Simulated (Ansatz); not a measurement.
Compare A (`CC(=O)O[SiH3]`) with its isomer B (`C[SiH2]C(=O)O`).

Gas-phase electronic energies from Ansatz, PBE0-D4/def2-TZVP geometries. CBS: MP2 limit from def2 TZ/QZ plus the TZ coupled-cluster correction, frozen cores. DFT in def2-TZVPP. B3LYP here is the variant with VWN-RPA as its local correlation; programs differ in this. Each species was taken in one conformer, which may not be the lowest.

A:

```xyz
11

C     1.579   -1.023   -0.564
C     0.516    0.017   -0.417
O     0.447    1.041   -1.046
O    -0.398   -0.297    0.513
Si   -1.643    0.827    0.745
H     2.080   -1.171    0.395
H     2.296   -0.717   -1.321
H     1.122   -1.975   -0.839
H    -2.455    0.193    1.809
H    -1.100    2.120    1.214
H    -2.444    0.984   -0.488
```

B:

Z-matrix (Å, degrees):
```
C
Si 1 1.858
H 1 1.092 2 111.0
H 1 1.092 2 110.3 3 -120.4
H 1 1.092 2 110.3 3 120.4
C 2 1.926 1 107.6 3 179.9
H 2 1.486 1 112.7 3 -61.8
H 2 1.486 1 112.6 3 61.7
O 6 1.346 2 113.8 1 179.6
O 6 1.204 2 124.0 1 -0.4
H 9 0.971 6 107.1 2 180.0
```

Question: Which is lower in electronic energy at CCSD(T)/CBS, and by how much? (An estimate is asked.)

Answer: The calculation gave: A, by 77.8 kJ/mol.

Question: Give E(B) − E(A) in kJ/mol with B2PLYP, B3LYP, CCSD(T)/def2-TZVPP, r2SCAN-D4, PBE0-D4, ωB97M-V, CCSD(T)/def2-SVP. (Estimate.)

Answer: The calculation gave: B2PLYP 79.1, B3LYP 76.1, CCSD(T)/def2-TZVPP 79.8, r2SCAN-D4 74.0, PBE0-D4 69.9, ωB97M-V 75.7, CCSD(T)/def2-SVP 85.1. None reverses the order clearly.

Question: Does the order hold for the free energy at 298.15 K (harmonic terms from PBE0-D4)? (Estimate.)

Answer: Computed: Yes: G(B) − G(A) = +75.3 kJ/mol, for one conformer each. Modes under 60 cm⁻¹, often nearly free rotors, make the harmonic entropy too high.

Largest T1 diagnostic: 0.015.

Leaving LDA and LC-ωPBE aside and taking each functional with its dispersion term where it has one, the values, not all of them listed here, spread over 26.4 kJ/mol, from PBE-D4 to BHLYP-D4. LDA lies +7.3 kJ/mol from PBE without D4. In def2-TZVPP, CCSD(T) changes the Hartree–Fock value by −22.2 kJ/mol (the triples alone add −3.1 kJ/mol) and MP2 by −20.8 kJ/mol.
